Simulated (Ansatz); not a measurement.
A structure relaxed at PBE0-D4/def2-TZVP, charge 0, multiplicity 1:

```xyz
22

C     3.3122   -1.0063    0.0977
C     2.4302    0.1990    0.2204
O     2.3831    0.8811    1.2124
C     1.5724    0.5207   -0.9969
C     0.3779   -0.4196   -1.0605
O     0.4616   -1.4557   -1.6806
C    -0.8614   -0.0456   -0.3348
C    -2.0118   -0.7978   -0.5729
C    -3.1887   -0.4971    0.0849
C    -3.2236    0.5487    0.9996
C    -2.0803    1.2913    1.2523
C    -0.9021    1.0030    0.5822
H     2.7618   -1.8394   -0.3463
H     4.1349   -0.7739   -0.5860
H     3.7176   -1.2783    1.0704
H     2.1478    0.3431   -1.9064
H     1.2662    1.5635   -0.9392
H    -1.9556   -1.6147   -1.2822
H    -4.0829   -1.0776   -0.1104
H    -4.1461    0.7827    1.5189
H    -2.1046    2.0987    1.9746
H    -0.0085    1.5742    0.8027
```

Question: Give its formula and SMILES.

Answer: C10H10O2, `CC(=O)CC(=O)c1ccccc1`.

Question: Point group (tolerance 0.08 Å, 0.16 Å for H)?

Answer: C1.

Question: Summarise the bond lengths by kind.

Answer: 10 × C–C 1.381 to 1.524 Å; 10 × C–H 1.083 to 1.095 Å; 2 × C–O 1.205 to 1.210 Å.

Computed with Ansatz.
